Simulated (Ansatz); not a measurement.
`C=C[SiH2]S` → `C=C` + `[SiH]S`  (silylene formation by 1,1-elimination)

Isolated molecules relaxed with PBE0-D4/def2-TZVP in Ansatz; ΔE leaves out vibrations. CCSD(T)/CBS adds triple-zeta CCSD(T) − MP2 to the extrapolated MP2 energy (def2 sets, frozen cores). This one scheme is used for every species. Functionals use def2-TZVPP. One conformer a species, not always the lowest.

```csv
level,ΔE (kcal/mol)
LDA (SPW92),43.6
BHLYP-D4,41.5
```

Problem. What does CCSD(T)/CBS give? (Best estimate.)

Solution. Ansatz gave: +40.2 kcal/mol. The listed levels differ from it by 3.4, 1.3 kcal/mol.

Largest T1 diagnostic among the species: 0.016.

The D4 term adds +3.5 kcal/mol with B3LYP and +1.9 kcal/mol with PBE0; it sums over pairs of atoms, weighted by their polarisabilities, and B3LYP, whose exchange is more repulsive, gets the larger term. In def2-TZVPP, CCSD(T) changes the Hartree–Fock value by +1.2 kcal/mol (the triples alone add +0.3 kcal/mol) and MP2 by +5.6 kcal/mol. From BLYP to BHLYP (50 % exact exchange), in def2-TZVPP and without D4, ΔE moves by +8.4 kcal/mol.

B3LYP here is the variant with VWN-RPA as its local correlation; programs differ in this.
